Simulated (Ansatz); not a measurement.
Frontier orbitals of C$_{2}$H$_{10}$AlN (`[CH3][AlH-]([CH3])[NH3+]`).

Z-matrix (Å, degrees):
```
C
Al 1 1.977
H 1 1.096 2 113.1
H 1 1.096 2 110.7 3 119.0
H 1 1.096 2 112.7 3 -122.1
C 2 1.977 1 117.8 3 168.1
N 2 2.071 1 100.7 3 59.9
H 2 1.612 1 117.0 3 -44.3
H 6 1.096 2 113.1 1 -168.1
H 6 1.096 2 110.7 1 72.8
H 6 1.096 2 112.7 1 -46.0
H 7 1.015 2 110.6 1 -179.2
H 7 1.015 2 110.6 1 -59.9
H 7 1.015 2 111.9 1 60.4
```

The species carries charge 0 and has multiplicity 1. The structure was optimised at the PBE0-D4/def2-TZVP level. It is one conformer, not always the lowest. Basis def2-TZVPP, Ansatz 0.2.0.

Orbital energies of one run (eV). Highest occupied ones, from the top: -9.68, -9.76, -11.76, -12.97, -13.01, -13.23, -13.35, -15.29, -18.26, -18.29, -21.38, -21.68, -29.39, -72.81. Empty: 1.96, 3.18, 3.26, 3.81, 4.56, 4.68.

Which functional gave them?
A. r2SCAN
B. ωB97M-V
C. LC-ωPBE
D. r2SCANh

C. HOMO energies: LC-ωPBE -9.68, ωB97M-V -9.17, r2SCANh -6.36, r2SCAN -5.89 eV.

LC-ωPBE has ω = 0.4 bohr⁻¹.
